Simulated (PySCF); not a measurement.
C3H8BNO. Atoms are numbered in the order given.

```xyz
14

C     -2.1517     0.4353     0.1487
C     -0.9658    -0.4902    -0.0108
C      0.0902    -0.5058     1.1249
B      0.9898     0.0266    -0.0760
N      2.3187     0.4023    -0.2936
O     -0.0277     0.0131    -1.0151
H     -1.8193     1.4388     0.4603
H     -2.6973     0.5346    -0.8028
H     -2.8449     0.0441     0.9109
H     -1.3002    -1.4993    -0.3100
H      0.3175    -1.4992     1.5382
H     -0.1241     0.1906     1.9497
H      2.6533     0.7089    -1.1995
H      3.0211     0.3920     0.4329
```
Charge 0, spin multiplicity 1.

The structure is a stationary point at B3LYP-D3(BJ)/def2-SVP. The structure was generated by enumeration; whether it is a known compound was not checked. One conformer was computed; it need not be the lowest.

Method: CAM-B3LYP/def2-TZVP run with PySCF.

The total energy is -274.01264 hartree. The highest occupied level is -8.91 eV and the lowest empty level is 1.69 eV. The orbital gap comes out as 10.61 eV. The dipole moment is 1.54 D and the quadrupole, principal values (traceless, Buckingham form, about the centre of nuclear charge) is -4.89, -3.73, 8.63 D·Å. The mean static polarisability is 58.7 bohr³ (8.70 Å³). The polarisability, principal values comes out as 49.7, 54.9, 71.5 bohr³.
